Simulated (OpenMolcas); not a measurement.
## Tm2+: effect of the metal basis and ligand basis

Tm2+ with 8 ligands (fluoride) in square antiprismatic coordination (D4d) at 2.47 Å, a polar angle of 55.6° against the regular 57.3°. A charge of +0.75 e stands 2.4 Å behind each ligand.

```yaml
Program: OpenMolcas 26.06
Method: CASSCF
Spin-orbit_coupling: state interaction with AMFI integrals over the reference wave functions
```

Fixed: active space 13 electrons in 7 orbitals (4f), DKH2 Hamiltonian.

Energies in cm-1 above the lowest state or level, χT in cm3 K/mol.

```csv
Run,Metal basis,Ligand basis,Ground state,First state of that spin,First gap with spin-orbit (degeneracies),Width of lowest J,χT at 300 K,Cost
A,ANO-RCC-VDZP,ANO-RCC-VDZP,2S+1 = 2,114.4,"102.7 (2, 2)",229,2.535,roughly 120 core-seconds
B,ANO-RCC-VTZP,ANO-RCC-VTZP,2S+1 = 2,110.0,"98.3 (2, 2)",234,2.534,roughly 6 core-minutes
```

Against A, the width of the lowest J multiplet changes by +2.2 % in B.

Costs are those of the RASSCF and RASSI steps.

Without dynamic correlation the ligand-field splitting of an f shell can come out too small, at times by half. No measured value stands beside these numbers; the geometry is a model, was not optimised and need not be the one that this ion takes.

A state without a sure symmetry label is named by its multiplicity alone.
